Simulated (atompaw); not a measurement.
Reading a pseudo-wave (Rh)

Columns: radius, all-electron u(r) and pseudo u(r) of the 4p shell (level -52.85 eV) of rhodium in the configuration [Ar] 3d10 4s2 4p6 4d7 5s2 5p0; LDA (PW92), non-relativistic, PAW (atompaw) scheme, atompaw 4.2.0.5.

```
r (bohr)  all-electron  pseudo
   0.069        0.3818  0.0212
   0.138        0.0877  0.0832
   0.208       -0.3801  0.1822
   0.277       -0.5863  0.3073
   0.346       -0.5190  0.4495
   0.415       -0.2818  0.5978
   0.485        0.0282  0.7435
   0.554        0.3319  0.8728
   0.623        0.5950  0.9804
   0.692        0.8013  1.0616
   0.762        0.9498  1.1149
   0.831        1.0411  1.1397
   0.900        1.0861  1.1398
   0.969        1.0942  1.1194
   1.038        1.0742  1.0834
   1.108        1.0334  1.0353
   1.177        0.9795  0.9795
   1.246        0.9172  0.9172
   1.315        0.8505  0.8505
   1.385        0.7816  0.7816
   1.454        0.7143  0.7143
   1.523        0.6493  0.6493
   1.592        0.5875  0.5875
   1.662        0.5286  0.5286
   1.731        0.4749  0.4749
   1.800        0.4254  0.4254
```

How many radial nodes do the two functions have?

The all-electron 4p function has n − l − 1 = 2; the pseudo-wave has 0, since the states of the same l below it are removed with the core.

At about which radius was the pseudo-wave matched?

1.20 bohr, where the columns begin to agree (steps of 0.07 bohr).

Is the pseudo-wave norm-conserving?

No, it belongs to a PAW set: the norm inside the radius is not constrained, and the difference is carried by the augmentation charge.
